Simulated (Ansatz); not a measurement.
`C[SiH2]BCl` → `BCl` + `C[SiH]` at 298.15 K and 1 bar (silylene formation by 1,1-elimination).

Gas-phase electronic energies from Ansatz, PBE0-D4/def2-TZVP geometries. CCSD(T)/CBS adds triple-zeta CCSD(T) − MP2 to the extrapolated MP2 energy (def2 sets, frozen cores). This one scheme is used for every species. One conformer a species, not always the lowest.

```json
{"species": "`C[SiH2]BCl`", "CCSD(T)/CBS energy (Eh)": "-815.33859", "H − E (kJ/mol)": "196.2", "S (J/(mol·K))": "345.2"}
{"species": "`BCl`", "CCSD(T)/CBS energy (Eh)": "-485.78909", "H − E (kJ/mol)": "65.8", "S (J/(mol·K))": "234.3"}
{"species": "`C[SiH]`", "CCSD(T)/CBS energy (Eh)": "-329.46712", "H − E (kJ/mol)": "122.3", "S (J/(mol·K))": "261.2"}
```

H − E and S are ideal-gas, rigid-rotor, harmonic terms from PBE0-D4/def2-TZVP, for one conformer and one mirror image of each species. 1 Eh = 2625.50 kJ/mol, R = 8.31446 J/(mol·K).

Task: By hand: ΔE, ΔH, ΔS and ΔG.

Result: ΔE = (-485.78909) + (-329.46712) − (-815.33859) = 0.08238 Eh = 216.3 kJ/mol. Δ(H − E) = 65.8 + 122.3 − 196.2 = -8.1, so ΔH = 208.2 kJ/mol. ΔS = 234.3 + 261.2 − 345.2 = 150.3 J/(mol·K). ΔG = 208.2 − 298.15 × (150.3)/1000 = 163.4 kJ/mol.

Task: By hand: the equilibrium constant, and the temperature at which ΔG would vanish if ΔH and ΔS stayed fixed.

Result: log₁₀ K = −ΔG/(RT ln 10) = -28.6. ΔG = 0 at ΔH/ΔS = 1385 K.

The number of gas molecules changes by +1, which sets the sign of ΔS. A doubt of 5 kJ/mol in ΔE shifts log₁₀ K by 0.9 here. Other conformers and mirror images would add mixing entropy, several J/(mol·K) or more a flexible species. Modes under 60 cm⁻¹, often nearly free rotors, make the harmonic entropy too high. These are equilibria of isolated gas molecules and say nothing of rates. Largest T1 diagnostic: 0.012 (customary marks: 0.02 for closed shells, 0.045 for open ones).
